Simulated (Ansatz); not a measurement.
`[Cl][In]([Cl])[SeH]` + NH₃ → `[NH2][In]([Cl])[Cl]` + H₂Se at 400 K and 1 bar (ligand exchange at the In–Se bond).

Isolated molecules relaxed with PBE0-D4/def2-TZVP in Ansatz; ΔE leaves out vibrations. CCSD(T)/CBS adds triple-zeta CCSD(T) − MP2 to the extrapolated MP2 energy (def2 sets, frozen cores). This one scheme is used for every species. Elements past krypton have def2 core potentials. For In, Se outer-core shells are correlated without core-valence functions, which leaves a few kJ/mol of doubt a bond. Scalar relativity is left out up to krypton. One conformer a species, not always the lowest.

```json
{"species": "`[Cl][In]([Cl])[SeH]`", "CCSD(T)/CBS energy (Eh)": "-3510.81908", "H − E (kJ/mol)": "57.2", "S (J/(mol·K))": "406.5"}
{"species": "NH₃", "CCSD(T)/CBS energy (Eh)": "-56.50880", "H − E (kJ/mol)": "104.2", "S (J/(mol·K))": "203.1"}
{"species": "`[NH2][In]([Cl])[Cl]`", "CCSD(T)/CBS energy (Eh)": "-1165.39137", "H − E (kJ/mol)": "101.2", "S (J/(mol·K))": "384.8"}
{"species": "H₂Se", "CCSD(T)/CBS energy (Eh)": "-2401.89790", "H − E (kJ/mol)": "49.4", "S (J/(mol·K))": "229.5"}
```

H − E and S are ideal-gas, rigid-rotor, harmonic terms from PBE0-D4/def2-TZVP, for one conformer and one mirror image of each species. 1 Eh = 2625.50 kJ/mol, R = 8.31446 J/(mol·K).

Question: By hand: ΔE, ΔH, ΔS and ΔG.

Answer: ΔE = (-1165.39137) + (-2401.89790) − (-3510.81908) − (-56.50880) = 0.03861 Eh = 101.4 kJ/mol. Δ(H − E) = 101.2 + 49.4 − 57.2 − 104.2 = -10.8, so ΔH = 90.6 kJ/mol. ΔS = 384.8 + 229.5 − 406.5 − 203.1 = 4.7 J/(mol·K). ΔG = 90.6 − 400 × (4.7)/1000 = 88.7 kJ/mol.

Question: By hand: the equilibrium constant, and the temperature at which ΔG would vanish if ΔH and ΔS stayed fixed.

Answer: log₁₀ K = −ΔG/(RT ln 10) = -11.6. ΔG = 0 at ΔH/ΔS = 19277 K, far beyond where these terms or the molecules hold.

The number of gas molecules stays the same, so ΔS is small and ΔH decides. A doubt of 5 kJ/mol in ΔE shifts log₁₀ K by 0.7 here. Other conformers and mirror images would add mixing entropy, several J/(mol·K) or more a flexible species. These are equilibria of isolated gas molecules and say nothing of rates. Largest T1 diagnostic: 0.013 (customary marks: 0.02 for closed shells, 0.045 for open ones).
